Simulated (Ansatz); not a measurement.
**A geometry optimisation of FGeH3NP with PBE0-D3(BJ)/def2-SVP**

The starting geometry of this gas-phase singlet was optimised with GFN2-xTB.

```csv
atom,x (Å),y (Å),z (Å)
F,-1.3069,2.0509,0.2525
Ge,-0.0392,0.7207,0.2851
N,-1.7335,-0.7789,0.2907
P,-1.0983,-0.5867,1.9739
H,-1.9105,-1.7377,0.0118
H,-2.6013,-0.2581,0.1988
H,-0.1230,-1.5746,1.7661
```

Q: Predict what becomes of its bonds when it is optimised with PBE0-D3(BJ)/def2-SVP.

A: It keeps its bonds.

The energy falls by 0.17 eV over 10 steps:

```csv
step,E − E(last) (eV)
1,0.169
2,0.060
3,0.019
4,0.005
5,0.002
6,0.001
7,0.000
8,0.000
9,0.000
10,0.000
```

Final geometry (Å):

```yaml
atoms:
  - { symbol: F, position_ang: [-1.3291, 1.9601, 0.2650] }
  - { symbol: Ge, position_ang: [-0.1294, 0.6432, 0.1698] }
  - { symbol: N, position_ang: [-1.7297, -0.7098, 0.3283] }
  - { symbol: P, position_ang: [-1.0782, -0.5633, 2.0463] }
  - { symbol: H, position_ang: [-1.7769, -1.6374, -0.0881] }
  - { symbol: H, position_ang: [-2.6206, -0.2240, 0.2202] }
  - { symbol: H, position_ang: [-0.1487, -1.6331, 1.8375] }
```

Frequencies at the end are all real (lowest 152 cm⁻¹). Run with Ansatz 0.2.0, 12 s on 2 threads of Intel(R) Xeon(R) 6975P-C (Granite Rapids) (shared host).
